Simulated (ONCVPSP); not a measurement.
## Before and after: ONCV potential for xenon

xenon (Xe), optimised norm-conserving Vanderbilt (ONCV), made with ONCVPSP 4.0.1 (LDA (Perdew-Wang 92), scalar-relativistic). Core [Ar] 3d10, reference 4s2 4p6 4d10 5s2 5p6. Waves: 4s+5s: rc 1.35 bohr, ncon 3, nbas 7, qcut 7.7 1/bohr, 3 projectors, debl 0.6 Ha; 4p+5p: rc 1.25 bohr, ncon 5, nbas 9, qcut 13.5 1/bohr, 2 projectors; 4d: rc 1.40 bohr, ncon 4, nbas 8, qcut 11.5 1/bohr, 3 projectors, debl 1.5 Ha. Local part: polynomial inside 1.15 bohr (lpopt 5, dvloc0 1 Ha). Core correction: Teter function, fcfact 1.75, rcfact 1.1.

In the s channel the program set the typed energies aside and used -7.239, -0.734, 0.250 Ha. In the d channel the program set the typed energies aside and used -2.185, 0.250, 1.750 Ha.

All-electron outer shells of the reference configuration (LDA (PZ), scalar-relativistic, ld1.x):

```csv
shell,level (eV),outermost node (bohr),outermost maximum (bohr)
3p,-916.29,0.12,0.27
3d,-653.87,–,0.23
4s,-196.99,0.36,0.66
4p,-141.02,0.36,0.69
4d,-59.45,0.34,0.75
5s,-19.98,0.85,1.63
5p,-8.39,0.92,1.91
```

Change: p: nbas 8.

Cutoffs: the cutoffs (Ha) at which the residual kinetic energy of the hardest occupied pseudo-wave falls to 1 and 0.1 mHa per electron; they do not see the model core or the augmentation charge, which bear on the density cutoff. Errors are all-electron minus pseudo energies relative to the spin-unpolarised reference configuration.

Predict the effect on cutoff, ghosts and configuration errors.

The potential gets neither clearly harder nor softer (61 Ha and 72 Ha → 62 Ha and 73 Ha); the errors of the 4 common tests hardly move; neither file shows a bound ghost.

```tsv
quantity	base	changed
cutoff, loose	61 Ha	62 Ha
cutoff, tight	72 Ha	73 Ha
loose cutoff by channel	s 24 Ha, p 61 Ha, d 49 Ha	s 24 Ha, p 62 Ha, d 49 Ha
bound ghosts	none	none
GHOST(+) flags under 300 eV	none	none
error for 4s2 4p6 4d10 5s2 5p5, meV [ΔE 12.70 eV]	-3.1	-3.1
error for 4s2 4p6 4d10 5s2 5p4, meV [ΔE 34.64 eV]	-8.5	-8.5
error for 4s2 4p6 4d10 5s2 5p3, meV [ΔE 66.60 eV]	-17	-16
error for 4s2 4p6 4d10 5s2 5p2, meV [ΔE 109.23 eV]	-27	-27
s: phases at 1.37 bohr within 0.05 rad from the reference energy up to (Ha; the scan ends near 5)	to the end of the scan	to the end of the scan
p: phases at 1.27 bohr within 0.05 rad from the reference energy up to (Ha; the scan ends near 5)	to the end of the scan	to the end of the scan
d: phases at 1.42 bohr within 0.05 rad from the reference energy up to (Ha; the scan ends near 5)	to the end of the scan	to the end of the scan
rms error of d²Exc/dni dnj with the model core, mHa	2.79	2.79
```
